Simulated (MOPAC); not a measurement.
MOPAC input (PM7):

```
PM7 PRECISE GNORM=0.05 LET XYZ UHF MS=0.5 GEO-OK AUX(PRECISION=9) THREADS=1
CH5O3Si

C     1.76130200 1    0.32698000 1    0.19129600 1
Si   -0.05238600 1   -0.03123000 1   -0.00133700 1
O    -0.04888800 1   -1.45611900 1   -0.86244400 1
O    -0.94053500 1    1.07772200 1   -0.83262700 1
O    -0.71583400 1   -0.10535100 1    1.48998000 1
H     1.85618800 1    1.29032500 1    0.69954800 1
H     2.26851200 1    0.38428600 1   -0.77117200 1
H     2.24880600 1   -0.43329600 1    0.80150300 1
H    -0.90816100 1    1.04010400 1   -1.79223400 1
H    -1.65770700 1    0.06390800 1    1.57402700 1
```

Output:

```
 *******************************************************************************
 **                                                                           **
 **                              MOPAC v23.2.5                                **
 **                                                                           **
 *******************************************************************************
 ** MOPAC's Digital Object Identifier: https://doi.org/10.5281/zenodo.6511958 **
 **                                                                           **
 ** Please cite the open-source release paper for use of this MOPAC version:  **
 ** J. E. Moussa and J. J. P. Stewart (2026)                                  **
 ** MOPAC: An open-source semiempirical molecular orbital program             **
 ** J. Open Source Softw., 11(119), 8025, https://doi.org/10.21105/joss.08025 **
 *******************************************************************************

                              PM7 CALCULATION RESULTS

 *******************************************************************************
 *  PM7        - The PM7 Hamiltonian to be used
 *  GEO-OK     - OVERRIDE INTERATOMIC DISTANCE AND OTHER SAFETY CHECKS
 *  UHF        - UNRESTRICTED HARTREE-FOCK CALCULATION
 *  MS=        - IN MECI, MAGNETIC COMPONENT OF SPIN =  0.5
 *  LET        - OVERRIDE SOME SAFETY CHECKS
 *  PRECISE    - TIGHTER CRITERIA TO BE USED
 *  XYZ        - CARTESIAN COORDINATE SYSTEM TO BE USED
 *  GNORM      - EXIT WHEN GRADIENT NORM DROPS BELOW 0.050
 *  AUX        - OUTPUT AUXILIARY INFORMATION
 *******************************************************************************
PM7 PRECISE GNORM=0.05 LET XYZ UHF MS=0.5 GEO-OK AUX(PRECISION=9) THREADS=1
 CH5O3Si

   ATOM   CHEMICAL          X               Y               Z
  NUMBER   SYMBOL      (ANGSTROMS)     (ANGSTROMS)     (ANGSTROMS)

     1       C          1.76130200  *   0.32698000  *   0.19129600  *
     2      Si         -0.05238600  *  -0.03123000  *  -0.00133700  *
     3       O         -0.04888800  *  -1.45611900  *  -0.86244400  *
     4       O         -0.94053500  *   1.07772200  *  -0.83262700  *
     5       O         -0.71583400  *  -0.10535100  *   1.48998000  *
     6       H          1.85618800  *   1.29032500  *   0.69954800  *
     7       H          2.26851200  *   0.38428600  *  -0.77117200  *
     8       H          2.24880600  *  -0.43329600  *   0.80150300  *
     9       H         -0.90816100  *   1.04010400  *  -1.79223400  *
    10       H         -1.65770700  *   0.06390800  *   1.57402700  *

          CARTESIAN COORDINATES

    NO.       ATOM           X           Y           Z

     1         C          1.7613      0.3270      0.1913
     2        Si         -0.0524     -0.0312     -0.0013
     3         O         -0.0489     -1.4561     -0.8624
     4         O         -0.9405      1.0777     -0.8326
     5         O         -0.7158     -0.1054      1.4900
     6         H          1.8562      1.2903      0.6995
     7         H          2.2685      0.3843     -0.7712
     8         H          2.2488     -0.4333      0.8015
     9         H         -0.9082      1.0401     -1.7922
    10         H         -1.6577      0.0639      1.5740

 General Reference for PM7:
 "Optimization of Parameters for Semiempirical Methods VI: More Modifications to the
[...]
   ATOM   CHEMICAL          X               Y               Z
  NUMBER   SYMBOL      (ANGSTROMS)     (ANGSTROMS)     (ANGSTROMS)

     1       C          1.72351480  *   0.24771985  *   0.13862784  *
     2      Si         -0.15408465  *  -0.07137810  *  -0.04307343  *
     3       O          0.20191823  *  -1.31515389  *  -0.85870867  *
     4       O         -0.94881881  *   1.13408332  *  -0.71226988  *
     5       O         -0.74209690  *  -0.22003957  *   1.41853869  *
     6       H          1.87546821  *   1.30149174  *  -0.16333944  *
     7       H          2.38846805  *  -0.39545350  *  -0.46215626  *
     8       H          1.95722942  *   0.08774107  *   1.20977738  *
     9       H         -1.02893071  *   1.38533100  *  -1.62853426  *
    10       H         -1.57893439  *   0.12251418  *   1.74828250  *

                             CARTESIAN COORDINATES

   1    C        1.723514799     0.247719846     0.138627843
   2   Si       -0.154084648    -0.071378096    -0.043073433
   3    O        0.201918235    -1.315153892    -0.858708673
   4    O       -0.948818809     1.134083320    -0.712269884
   5    O       -0.742096901    -0.220039566     1.418538691
   6    H        1.875468215     1.301491737    -0.163339435
   7    H        2.388468049    -0.395453503    -0.462156261
   8    H        1.957229425     0.087741075     1.209777381
   9    H       -1.028930706     1.385331001    -1.628534259
  10    H       -1.578934394     0.122514178     1.748282498

           Empirical Formula: C H5 O3 Si  =    10 atoms

      MOLECULAR POINT GROUP   :   C1

          ALPHA EIGENVALUES
 -31.11405 -29.82239 -29.73273 -25.44408 -18.33084 -17.99112 -15.39007 -14.95369
 -14.91574 -14.13795 -13.59294 -12.98927 -12.53906 -12.19611 -11.74231 -10.77448
   0.64427   1.00747   1.59377   4.25841   5.38053   5.46280   5.82897   6.30369
   7.63274  24.51027  24.69027  25.14731  26.05322  26.51765

           BETA EIGENVALUES
 -29.85463 -29.74954 -27.84734 -25.07329 -18.32962 -17.96526 -14.86559 -14.65534
 -14.00488 -13.86224 -13.06600 -12.70927 -12.33814 -11.19013 -11.08889  -1.92709
   0.96714   1.09079   2.02353   4.43615   5.45329   5.53388   5.83366   6.33481
   7.70721  24.51831  24.80793  25.18723  26.10786  26.47726

              NET ATOMIC CHARGES AND DIPOLE CONTRIBUTIONS

  ATOM NO.   TYPE          CHARGE      No. of ELECS.   s-Pop       p-Pop       d-Pop
    1          C          -0.406360        4.4064     1.05829     3.34807
    2         Si           0.578851        3.4211     0.65525     2.32085     0.44504
    3          O          -0.207594        6.2076     1.83953     4.36806
    4          O          -0.642051        6.6421     1.67903     4.96302
    5          O          -0.603955        6.6040     1.68681     4.91714
    6          H           0.171074        0.8289     0.82893
    7          H           0.171529        0.8285     0.82847
    8          H           0.179466        0.8205     0.82053
    9          H           0.378872        0.6211     0.62113
   10          H           0.380169        0.6198     0.61983
 DIPOLE           X         Y         Z       TOTAL
 POINT-CHG.     1.526     1.334    -0.696     2.143
 HYBRID        -1.117     0.483     0.117     1.222
 SUM            0.409     1.817    -0.579     1.950

          ATOMIC ORBITAL ELECTRON POPULATIONS

     Atom    s        px        py        pz      x^2-y^2     xz        z^2       yz        xy
    1  C   1.05829   1.05370   1.13490   1.15947
    2 Si   0.65525   0.89022   0.72259   0.70805   0.09152   0.07455   0.10405   0.10016   0.07475
    3  O   1.83953   1.29682   1.44561   1.62562
    4  O   1.67903   1.80186   1.70449   1.45667
    5  O   1.68681   1.52436   1.80007   1.59272
    6  H   0.82893
    7  H   0.82847
    8  H   0.82053
    9  H   0.62113
   10  H   0.61983

                    (SZ)    =    0.500000
                    (S**2)  =    0.767393

          ATOMIC ORBITAL SPIN POPULATIONS

    Atom   Total    s     px     py     pz   x^2-y^2  xz     z^2    yz     xy
         Atomic
    1  C  0.2651  0.020  0.171  0.048  0.027
    2 Si -0.0963 -0.007 -0.061 -0.016 -0.016 -0.002  0.002 -0.001 -0.003  0.007
    3  O  0.8391  0.021  0.550  0.174  0.094
    4  O -0.0085 -0.001  0.005 -0.011 -0.002
    5  O -0.0014 -0.000 -0.002  0.006 -0.005
    6  H  0.0066  0.007
    7  H -0.0046 -0.005
    8  H -0.0005 -0.000
    9  H  0.0005  0.001
   10  H -0.0000 -0.000

 **********************
 *                    *
 * JOB ENDED NORMALLY *
 *                    *
 **********************

 == MOPAC DONE ==
```

The geometry given is a B3LYP-D3(BJ)/def2-TZVP minimum.
